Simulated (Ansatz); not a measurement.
`OC[O][SnH3]` and `OCOB[SiH3]` differ in one atom or group.

Ansatz, PBE0-D4/def2-TZVP geometries, multiplicity 1. Each molecule was computed in one conformer, which needn't be the lowest.

Elements past krypton have def2 core potentials.

```tsv
property	`OC[O][SnH3]`
size of the dipole moment (ωB97M-V/def2-TZVPP) / D	2.65
size of the dipole moment (PBE/def2-TZVPP) / D	2.32
HOMO energy (ωB97M-V/def2-TZVPP) / eV	-9.92
LUMO energy (B3LYP/def2-TZVPP) / eV	-0.75
LUMO energy (PBE0/def2-TZVPP) / eV	-0.50
HOMO energy (PBE0/def2-TZVPP) / eV	-7.52
```

(1) Give the same properties after the change, and the shifts. (An estimate is asked.)

Results:

(1) The calculation gave: 
```json
{"property": "size of the dipole moment (ωB97M-V/def2-TZVPP) / D", "`OCOB[SiH3]`": "2.13", "shift": "-0.52"}
{"property": "size of the dipole moment (PBE/def2-TZVPP) / D", "`OCOB[SiH3]`": "2.20", "shift": "-0.12"}
{"property": "HOMO energy (ωB97M-V/def2-TZVPP) / eV", "`OCOB[SiH3]`": "-9.84", "shift": "0.08"}
{"property": "LUMO energy (B3LYP/def2-TZVPP) / eV", "`OCOB[SiH3]`": "-1.35", "shift": "-0.60"}
{"property": "LUMO energy (PBE0/def2-TZVPP) / eV", "`OCOB[SiH3]`": "-1.15", "shift": "-0.65"}
{"property": "HOMO energy (PBE0/def2-TZVPP) / eV", "`OCOB[SiH3]`": "-7.65", "shift": "-0.13"}
```

With PBE0 the HOMO falls by 0.13 eV and the LUMO falls by 0.65 eV, so the gap narrows by about 0.52 eV. PBE moves the HOMO by -0.41 eV and ωB97M-V by 0.08 eV. Dipoles are sizes alone; their direction can turn.

B3LYP here is the variant with VWN-RPA as its local correlation; programs differ in this.
